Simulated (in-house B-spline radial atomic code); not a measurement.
Results of a calculation; reference values are marked as such.
**Correlation energy from the adiabatic connection: −V exp(−r²/w²), V = 8.1, w = 4.31**

Two electrons in a singlet, external potential −V exp(−r²/w²), V = 8.1, w = 4.31 (atomic units). Full CI in B-splines (partial waves to l = 8, correlation up to 0.6 % small) with the density held fixed gives W(λ) = <V_ee>_λ − U, and E_c is the integral of W(λ) − W(0) from 0 to 1.

```tsv
λ	W(λ) − W(0) (hartree)
0	0.00000
0.02	-0.00198
0.05	-0.00490
0.12	-0.01148
0.25	-0.02291
0.4	-0.03494
0.6	-0.04927
0.8	-0.06194
1	-0.07319
```

Task: Integrate the table by the trapezoid rule.

Result: The strips give -0.00002, -0.00010, -0.00057, -0.00224, -0.00434, -0.00842, -0.01112, -0.01351, which sum to -0.04033 hartree. The direct value, W(1) − W(0) + T_c with T_c = 0.03276, is -0.04043; the curve is convex, so chords lie above it and the trapezoids fall short in size by 0.26 %.

Task: Now use only three numbers: W(0) = -0.6903, the initial slope W'(0) = -0.09963 (extrapolated from the first points) and the strong-coupling limit of the point-charge-plus-continuum model, W∞ = -0.94558. What do second-order theory and the interpolation W(λ) = W∞ + (W(0) − W∞)/√(1 + 2χλ) of Seidl, Perdew and Levy give?

Result: Second order keeps the slope alone: E_c = W'(0)/2 = -0.04981, +23 % in size against -0.04043. Matching the slope fixes χ = W'(0)/(W∞ − W(0)) = -0.09963/(-0.25528) = 0.39028. Integrating, with s = √(1 + 2χ) = 1.334374, E_c = −(W(0) − W∞)(s − 1)/(s + 1) = −0.25528 × 0.334374/2.334374 = -0.03657 hartree, -9.6 % in size against the full result. At λ = 1 the formula gives W − W(0) = -0.06397 against -0.07319. Part of the miss can come from the model's W∞.
